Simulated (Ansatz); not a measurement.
Relaxation of CH7InO2S (12 atoms, charge 0, multiplicity 1), to a largest force component of 0.03 eV/Å in at most 50 steps.

The calculation used RKS r2SCANh-D4/def2-SVP (Ansatz 0.2.0).

```xyz
12
Properties=species:S:1:pos:R:3
In -0.343 -0.404 -1.387
S 2.004 0.296 -1.458
O -0.976 -2.291 -1.403
O -1.719 1.028 -1.261
H 1.176 0.404 1.078
C 0.459 0.410 1.895
H 1.607 1.580 -1.335
H -0.250 -2.924 -1.453
H -2.607 0.655 -1.203
H 0.890 0.933 2.757
H 0.214 -0.620 2.188
H -0.456 0.933 1.583
```

Task: Where does it end, and by what steps?

Result: The forces met the threshold. The force dipped under the threshold on the way, but the program's further checks kept it going. After 12 steps the energy has fallen by 0.158 eV; H10 moved furthest, 0.86 Å.

```csv
step,energy less start (eV),largest force component (eV/Å),accepted
0,0.0000,0.604,yes
1,-0.0625,0.215,yes
2,-0.0806,0.213,yes
3,-0.0959,0.475,yes
4,-0.1141,0.147,yes
5,-0.1179,0.139,yes
6,-0.1288,0.087,yes
7,-0.1375,0.346,yes
8,-0.1444,0.345,yes
9,-0.1514,0.239,yes
10,-0.1550,0.191,yes
11,-0.1580,0.012,yes
12,-0.1583,0.015,yes
```

```xyz
12
Properties=species:S:1:pos:R:3
In -0.161 -0.227 -1.191
S 2.028 0.352 -1.961
O -0.766 -2.076 -0.744
O -1.547 1.203 -1.109
H 1.246 0.423 1.350
C 0.253 0.199 1.764
H 1.662 1.644 -2.116
H -0.076 -2.737 -0.876
H -2.406 0.838 -0.862
H 0.289 0.325 2.853
H -0.031 -0.838 1.538
H -0.491 0.894 1.352
```

The run took 82 s on 4 threads of Arm Neoverse N1, with other jobs on the host, peak memory 0.35 GiB.
